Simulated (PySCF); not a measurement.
C3H4BCl. Atoms are numbered in the order given.

```xyz
9

B      0.2485    -0.1533     0.1991
C     -1.0336    -0.9147    -0.1174
C     -2.0495    -1.5433    -0.3549
H     -2.9499    -2.0914    -0.5692
Cl     0.3853     1.4921    -0.4209
C      1.4197    -0.7966     1.0038
H      2.1728    -0.0729     1.3424
H      1.9197    -1.5251     0.3387
H      1.0455    -1.3812     1.8587
```

Coordinates come from a PBE0-D3(BJ)/def2-SVP optimisation. This is a generated structure with no PubChem entry under its InChIKey; it may be hypothetical.

The numbers are results of M06-2X/def2-TZVP (PySCF), not measurements.

Gas-phase values at a fixed geometry.

Computed frontier levels, gap, dipole moment and polarisability:
```
Item                                                                                                            Value
---------------------------------------------------------------------------------------------  ----------------------
highest occupied level                                                                                       -9.54 eV
lowest empty level                                                                                           -1.02 eV
orbital gap                                                                                                   8.52 eV
dipole moment                                                                                                  1.62 D
quadrupole, principal values (traceless, Buckingham form, about the centre of nuclear charge)  -4.03, -2.94, 6.97 D·Å
mean static polarisability                                                                       59.0 bohr³ (8.74 Å³)
polarisability, principal values                                                               40.5, 56.2, 80.2 bohr³
```
